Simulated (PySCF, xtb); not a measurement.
CH5ClF2Si2, SMILES FC[Si@](F)([SiH3])Cl. Other conformers were not sampled.

Harmonic wavenumbers (cm⁻¹) from GFN2-xTB run with xtb 6.7.1 at its own minimum, in rising order: 17, 25, 74, 96, 152, 182, 206, 300, 389, 469, 478, 555, 689, 731, 768, 773, 783, 792, 1020, 1200, 1277, 1435, 2243, 2263, 2277, 2949, 2958.

What does B3LYP-D3(BJ)/def2-SVP (PySCF) give at its own minimum? (The exact figures need the calculation; the answer reports its results.)

57, 96, 108, 120, 164, 216, 231, 311, 409, 511, 526, 599, 708, 770, 875, 904, 938, 943, 1049, 1227, 1301, 1444, 2222, 2235, 2242, 3030, 3091. Paired by order, the mean absolute difference is 52 cm⁻¹ and the zero-point energies are 35.9 and 37.6 kcal/mol.
